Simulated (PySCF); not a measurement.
Species: C3H7FOSi.
SMILES with atom numbers: `[CH3:1]/[C:2]([F:3])=[CH:4]\[O:5][SiH3:6]` (hydrogens: H7, H8, H9 on C1; H10 on C4; H11, H12, H13 on Si6)

The calculation used PBE0-D3(BJ)/def2-SVP geometry optimisation, gas phase (PySCF).

(1) Give the optimised bond lengths and angles.

Results:

(1) 
```tsv
bond	length (bohr)	order
C1–C2	2.796	single
C2–F3	2.536	single
C2=C4	2.525	double
C4–O5	2.567	single
O5–Si6	3.167	single
C1–H7, C1–H8, C1–H9	2.079	single
C4–H10	2.073	single
Si6–H11, Si6–H13	2.815	single
Si6–H12	2.825	single
```

Bonds in one row agree within 0.02 bohr and their mean is given. Orders are formal, as drawn. A selection of angles:
```tsv
angle	degrees
C2–C1–H7	110.0
C2–C1–H8	110.6
H7–C1–H8	109.0
H8–C1–H9	107.4
C1–C2–F3	114.6
C1–C2–C4	127.5
F3–C2–C4	117.9
C2–C4–O5	121.8
C2–C4–H10	119.8
O5–C4–H10	118.4
C4–O5–Si6	124.5
O5–Si6–H11	111.1
O5–Si6–H12	109.6
O5–Si6–H13	105.7
H11–Si6–H12	108.9
H11–Si6–H13	110.7
```

Torsions: C1–C2–C4–O5 2° (synperiplanar); C2–C4–O5–Si6 -155° (antiperiplanar). The mirror-image conformer, all signs reversed, is as good.

The 2 C–C bonds span 1.336 Å (C2=C4, drawn double) to 1.480 Å (C1–C2, drawn single), a spread of 0.144 Å. Si6 (oxygen-bound silicon) is distorted tetrahedral (angles from 105.7° to 111.1°). O5 (silyl ether oxygen) is bent (angle 124.5°). Of the pairs four or more bonds apart, O5···H7 is among the closest relative to their van der Waals radii: 2.55 Å, 94 % of the sum of Bondi's values.

Point group: C1 (no symmetry element, even within 0.4 Å). No frequency check. One conformer, not necessarily the lowest.
